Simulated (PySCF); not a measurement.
Ga(Cl)2(OMe) (CH3Cl2GaO), SMILES C[O][Ga]([Cl])[Cl].

Geometry: PBE-D3(BJ)/def2-SVP. The structure was generated by enumeration; whether it is a known compound was not checked. The values are those of a single conformer.

Level of theory: IEF-PCM-ωB97X/def2-SVP in PySCF 2.14.0.

The values are the electrostatic part of the solvation free energy, E(continuum) − E(gas) at the gas-phase geometry, in a cavity of scaled van der Waals radii (PySCF's table); cavitation and dispersion terms are not included. A continuum can't describe solvent molecules that bind to the metal. In vacuum the orbital gap is 11.33 eV. The dipole moment in vacuum is 1.60 D.

```
solvent         ε  ΔG(elec) (kcal/mol)  dipole (D)  gap (eV)
----------  -----  -------------------  ----------  --------
water       78.36                 -5.4        1.93     11.40
ethanol     24.85                 -5.2        1.92     11.39
2-propanol  19.26                 -5.1        1.91     11.39
```
